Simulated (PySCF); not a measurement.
TaH5, SMILES [TaH5] (connectivity only; charge and spin as stated), neutral, multiplicity 1. Atoms are numbered in the order given.

```xyz
6

Ta     0.0000     0.0000    -0.0193
H     -1.0955     1.0955     0.8038
H     -1.0955    -1.0955     0.8038
H      1.0955     1.0955     0.8038
H      1.0955    -1.0955     0.8038
H      0.0000     0.0000    -1.8093
```
Charge 0, spin multiplicity 1.

Geometry: PBE0-D3(BJ)/def2-TZVPD. The spin state was assumed, not searched. The def2 effective core potentials stand for the cores of Ta; spin–orbit coupling is left out.

Level of theory: ωB97X/def2-TZVPD run with PySCF.

Symmetry labels are those of the subgroup C2v that the program uses (full group C4v).

Computed valence orbital energies around the gap with their symmetry:
```json
[
 {"orbital": "HOMO−7", "symmetry": "B1", "energy (eV)": "-44.39"},
 {"orbital": "HOMO−6", "symmetry": "B2", "energy (eV)": "-44.39"},
 {"orbital": "HOMO−5", "symmetry": "A1", "energy (eV)": "-44.30"},
 {"orbital": "HOMO−4", "symmetry": "A1", "energy (eV)": "-13.67"},
 {"orbital": "HOMO−3", "symmetry": "A1", "energy (eV)": "-11.76"},
 {"orbital": "HOMO−2", "symmetry": "A2", "energy (eV)": "-11.57"},
 {"orbital": "HOMO−1", "symmetry": "B2", "energy (eV)": "-11.22"},
 {"orbital": "HOMO", "symmetry": "B1", "energy (eV)": "-11.22"},
 {"orbital": "LUMO", "symmetry": "A1", "energy (eV)": "-0.67"},
 {"orbital": "LUMO+1", "symmetry": "B1", "energy (eV)": "-0.36"},
 {"orbital": "LUMO+2", "symmetry": "B2", "energy (eV)": "-0.36"},
 {"orbital": "LUMO+3", "symmetry": "A1", "energy (eV)": "-0.21"}
]
```
